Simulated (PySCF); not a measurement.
How methods differ on the excitation energy of N

N [He] 2s2 2p3 (4S) → N [He] 2s1 2p4 (4P), as a difference of total energies. All numbers are calculated (PySCF 2.14, no relativity, point nucleus, in aug-cc-pwCVDZ (5s4p2d, 27 functions)). Correlated levels: valence and next inner shell: nothing frozen. The calculations carry no spin-orbit coupling.

```csv
method,excitation energy (cm⁻¹)
UHF,88529
MP2 (valence and next inner shell),89264
CCSD(T) (valence and next inner shell),87470
CCSDT (valence and next inner shell),85539
```

Estimate what SCS-MP2 (valence and next inner shell) gives.

89289 cm⁻¹, closest to MP2 (valence and next inner shell) among the rows shown.

Estimate what CCSD (valence and next inner shell) gives.

87978 cm⁻¹, closest to CCSD(T) (valence and next inner shell) among the rows shown.

Errors of the correlated levels include the incompleteness of this basis.

The coupled-cluster amplitudes are large for the upper state (T1 above 0.03 or a double amplitude above 0.15), so a single reference is strained.

For comparison: 88132 cm⁻¹ (measured; NIST levels, between the centres of gravity of the two terms).
